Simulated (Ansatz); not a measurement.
Wavefunction ladder for `F[SiH]([SiH3])C[SiH3]`

Z-matrix (Å, degrees):
```
Si
Si 1 2.346
C 1 1.859 2 112.5
F 1 1.610 2 108.3 3 120.6
H 1 1.488 2 110.5 3 -122.7
H 2 1.489 1 109.3 3 70.0
H 2 1.488 1 110.6 3 -49.5
H 2 1.487 1 110.4 3 -170.3
Si 3 1.876 1 114.4 2 -55.6
H 3 1.095 1 109.0 2 65.5
H 3 1.096 1 108.7 2 -177.6
H 9 1.487 3 110.5 1 -51.7
H 9 1.486 3 110.7 1 -172.2
H 9 1.487 3 109.8 1 67.8
```

Charge 0, multiplicity 1. Geometry: relaxed with PBE0-D4/def2-TZVP. It is one conformer, not always the lowest. Frozen core, restricted reference, Ansatz. CBS rows extrapolate triple and quadruple zeta; past MP2 they add the triple-zeta difference.

| basis | HF (Eh) | MP2 corr. |
| --- | --- | --- |
| def2-TZVPP | -1009.50921 | -0.80456 |
| def2-QZVPP | -1009.54323 | -0.86812 |

(1) Estimate the CCSD correlation energy and the (T) correction in each basis where they were run (hartree).

Answers

(1) 
```tsv
basis	CCSD corr.	(T)
def2-TZVPP	-0.87431	-0.02946
CBS(def2)	-0.98495	as TZ
```
